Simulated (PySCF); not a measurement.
thionyl fluoride (F2OS), singlet, geometry from GFN2-xTB, with bond 4-2 at 2.0 times its length. Base run: B3LYP/3-21G run with PySCF.

Geometry (Å):
```xyz
4

O      1.3643    -0.1495    -0.3778
S      0.2025    -0.0063     0.4078
F     -0.6669     1.2654    -0.2355
F     -2.0143    -2.2363    -0.7153
```
Charge 0, spin multiplicity 1.
All else is at PySCF's defaults.
Base energy -669.33660 Eh.

The base run was repeated with changes; each row names its change, and settings that it needs were set with it.

```tsv
change	ΔE vs base (mEh)	outcome
base	0.000	converged
DIIS = EDIIS	-	not converged
conv_tol = 1e-12	0.000	converged
conv_tol = 1e-4	0.244	converged
init_guess = 1e	0.000	converged
level_shift = 1.0 (with mf.max_cycle = 100)	-	not converged
diis = off; damp = 0.6 (with mf.diis_start_cycle = 200; with mf.max_cycle = 150)	-	not converged
level_shift = 0.3 (with mf.max_cycle = 100)	-	not converged
level_shift = 0.1 (with mf.max_cycle = 100)	-	not converged
init_guess = huckel	-	not converged
diis_space = 2	-	not converged
DIIS = ADIIS	-	not converged
solver = newton	171.0	another SCF solution
```

A guess, shift, damping, solver or small numerical setting can't move a converged solution much, so rows marked as another SCF solution ended in a different state.
